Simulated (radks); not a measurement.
Valence configurations of Pt (all share [Xe]). Method: scalar-relativistic Kohn-Sham, PBE, spin-unpolarised, spherical densities, finite nucleus; Fermi nuclear charge, rms radius 5.427 fm; computed with a radial shooting solver on a logarithmic mesh with Libxc functionals. Energies are relative to 4f14 5d9 6s1; eigenvalues in eV.

| valence | E (eV) | e(4f) | e(5d) | e(6p) | e(6s) |
|---|---|---|---|---|---|
| 4f14 5d9 6s1 | 0.000 | -70.086 | -6.143 | - | -5.654 |
| 4f14 5d8 6s2 | 1.012 | -72.937 | -8.050 | - | -6.498 |
| 4f14 5d10 | -0.024 | -67.601 | -4.461 | - | - |
| 4f13 5d10 6s1 | 68.929 | -80.843 | -6.981 | - | -5.604 |
| 4f13.5 5d9.5 6s1 | 33.225 | -75.414 | -6.560 | - | -5.630 |
| 4f13 5d9 6s2 | 70.898 | -83.928 | -9.097 | - | -6.520 |
| 4f14 5d9.5 6s0.5 | -0.126 | -68.794 | -5.271 | - | -5.258 |
| 4f14 5d8 6s1 6p1 | 6.570 | -74.939 | -9.961 | -2.102 | -7.887 |
| 4f13.5 5d9 6s1 6p0.5 | 36.429 | -77.952 | -8.610 | -1.519 | -6.857 |
| 4f13 5d9.5 6s1 6p0.5 | 72.378 | -83.469 | -9.116 | -1.502 | -6.870 |

NIST lists [Xe] 4f14 5d9 6s1 as the ground configuration; this level of theory puts 4f14 5d9.5 6s0.5 lower, by 0.126 eV. The energies are those of spherical spin-averaged densities, not of single terms.
